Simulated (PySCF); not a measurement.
Compound: [MoO3Br]- (charge -1 and singlet state).
Structure used (PBE0-D3(BJ)/def2-SVP), in Å, numbered top down from 1:
```xyz
5
BrMoO3 angstrom
Mo     0.0897    0.1126    0.0600
O      0.0212   -0.0256    1.7626
O      1.7171    0.1511   -0.4595
O     -0.7227    1.5283   -0.4467
Br    -1.0305   -1.8770   -0.9786
```

Theory: PySCF 2.14.0, PBE0-D3(BJ)/def2-SVP geometry optimisation, gas phase, def2 core potentials past Kr.

**Question.** Which atoms are bound to Mo1, and at what distances?

**Answer.** 4 atoms: O3 1.709 Å, O4 1.709 Å, O2 1.710 Å, Br5 2.508 Å.

**Question.** List the angles at Mo1.

**Answer.** 
```
     angle  degrees  distance of the outer atoms (Å)
 O3–Mo1–O4    110.1                             2.80
 O2–Mo1–O4    110.1                             2.80
 O2–Mo1–O3    110.0                             2.80
O2–Mo1–Br5    109.3                             3.47
O4–Mo1–Br5    108.8                             3.46
O3–Mo1–Br5    108.5                             3.45
```

**Question.** What is the shape at Mo1?

**Answer.** Tetrahedral: angles from 108.5° to 110.1°; τ4 = (360° − α − β)/141° = 0.99 with α and β the two widest (0 for a square, 1 for a tetrahedron).

**Question.** What are the rotational constants (commonest isotopes, rigid rotor)?

**Answer.** A = 4026, B = 1140, C = 1140 MHz: a prolate symmetric top.

Point group: C3v (tolerance 0.08 Å). Charge -1, singlet. The geometry's basis has no diffuse functions, a weakness for an anion. No frequency check.
